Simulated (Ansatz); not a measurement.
Reaction (formal exchange of groups at a C–Si bond): `NC[SiH2][SiH2]Cl` + `[F][ZnH]` → `N[CH2][Zn][F]` + `[SiH3][SiH2]Cl`

Calculated with Ansatz (gas phase, PBE0-D4/def2-TZVP geometries, no zero-point term in ΔE). CBS: MP2 limit from def2 TZ/QZ plus the TZ coupled-cluster correction, frozen cores. For Zn outer-core shells are correlated without core-valence functions, which leaves a few kJ/mol of doubt a bond. Scalar relativity is left out up to krypton. One conformer a species, not always the lowest.

| species | SCS-MP2/def2-QZVPP energy (Eh) |
| --- | --- |
| `NC[SiH2][SiH2]Cl` | -1135.39877 |
| `[F][ZnH]` | -1878.70128 |
| `N[CH2][Zn][F]` | -1973.20821 |
| `[SiH3][SiH2]Cl` | -1040.88580 |

Question: Work out ΔE.

Answer: ΔE = (-1973.20821) + (-1040.88580) − (-1135.39877) − (-1878.70128) = 0.00604 Eh = +15.9 kJ/mol. CCSD(T)/CBS gives +17.3 kJ/mol.

Largest T1 diagnostic among the species: 0.018.

In def2-TZVPP, CCSD(T) changes the Hartree–Fock value by −4.0 kJ/mol (the triples alone add −0.2 kJ/mol) and MP2 by −6.4 kJ/mol. From PBE to PBE0 (25 % exact exchange), in def2-TZVPP and without D4, ΔE moves by +4.1 kJ/mol.
